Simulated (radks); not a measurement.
Values are calculated unless marked as measured or tabulated.
Numerical settings for the germanium ion Ge+, [Ar] 3d10 4s2 4p1. Code: a radial shooting solver on a logarithmic mesh with Libxc functionals. Model: Dirac Kohn-Sham, PBE, spin-unpolarised, spherical densities, point nucleus; open shells fill j = l - 1/2 first. The defaults (mesh step 0.008 in ln r, mesh end at 40 bohr or more with all orbitals vanishing there, Anderson mixing 0.5 over 9 steps, residual threshold near 1e-9 with the energy settled to 1e-9 hartree or 1e-11 of itself, here a cap of 58 iterations) give E = -2098.6649 hartree and 4p1/2 at -11.366 eV in 14 iterations. Run on one thread of a shared host, so times are rough (Arm Neoverse N1): 0.15 s of CPU time, 0.15 s wall, 14 iterations on 2546 mesh points. Changes against that run (0 stands for a change within the tolerance of the run):

| setting | iterations | converged | E (mhartree) | e(4p1/2) (meV) | CPU (s) |
|---|---|---|---|---|---|
| mesh step in ln r 0.012 | 14 | yes | 0 | 0 | 0.11 |
| mesh step in ln r 0.12 | 2 | no | diverged | - | 0.02 |
| mesh step in ln r 0.08 | 2 | no | diverged | - | 0.01 |
| mesh end (bohr) 20 | 14 | yes | 0 | 0 | 0.14 |
| mesh end (bohr) 3 | 14 | level above zero | +834 | +1.45e+04 | 0.1 |
| residual threshold 0.01 | 10 | yes | 0 | -0.0231 | 0.12 |
| residual threshold 0.001 | 10 | yes | 0 | -0.0231 | 0.12 |
| mixing 2.5 | 15 | yes | 0 | 0 | 0.16 |
| linear mixing, mixing 0.8 | 58 | no | +2.07e+04 | +3.76e+03 | 0.86 |
| linear mixing, mixing 0.2 | 58 | no | 0 | -0.0039 | 0.39 |
| mixing history 3 | 17 | yes | 0 | 0 | 0.16 |
| iteration cap 8 | 8 | no | 0 | +0.83 | 0.08 |

Settled on a wrong energy, with an occupied level pushed above zero by the early mesh end: mesh end (bohr) 3 (+0.834 hartree). Apart from these: no run marked as converged misses the energy by more than 1 mhartree. A mesh that ends early acts as a hard wall.
